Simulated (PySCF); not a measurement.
**Ionisation energy of Ta²⁺ by level of theory**

Ta²⁺ [Xe] 4f14 5d3 (4F) → Ta³⁺ [Xe] 4f14 5d2 (3F), as a difference of total energies. Computed with PySCF 2.14 in aug-cc-pVDZ-PP with ECP60MDF (5s5p4d2f, 54 functions), with scalar relativity through the core potential. Correlated levels: valence: 5s2 5p6 frozen. The calculations carry no spin-orbit coupling.

```json
{"method": "UHF", "ionisation energy (eV)": "23.155"}
{"method": "LDA", "ionisation energy (eV)": "24.500"}
{"method": "PBE", "ionisation energy (eV)": "24.384"}
{"method": "PBE0", "ionisation energy (eV)": "24.278"}
{"method": "r2SCAN", "ionisation energy (eV)": "24.291"}
{"method": "r2SCANh", "ionisation energy (eV)": "24.274"}
{"method": "wB97X", "ionisation energy (eV)": "23.783"}
{"method": "PBEsol", "ionisation energy (eV)": "24.362"}
{"method": "BLYP", "ionisation energy (eV)": "24.183"}
{"method": "MP2 (valence)", "ionisation energy (eV)": "23.362"}
{"method": "SCS-MP2 (valence)", "ionisation energy (eV)": "23.224"}
```

Question: How much does correlation contribute at MP2 (valence)?

Answer: 23.362 − (23.155) = 0.207 eV, measured against UHF.

The reference lies between the lowest fine-structure levels, while these numbers refer to the centres of the terms.

Errors of the correlated levels include the incompleteness of this basis and the frozen core.

For comparison: 23.1 ± 1.6 eV (theoretical estimate listed by NIST; NIST Atomic Spectra Database, ionization energies).
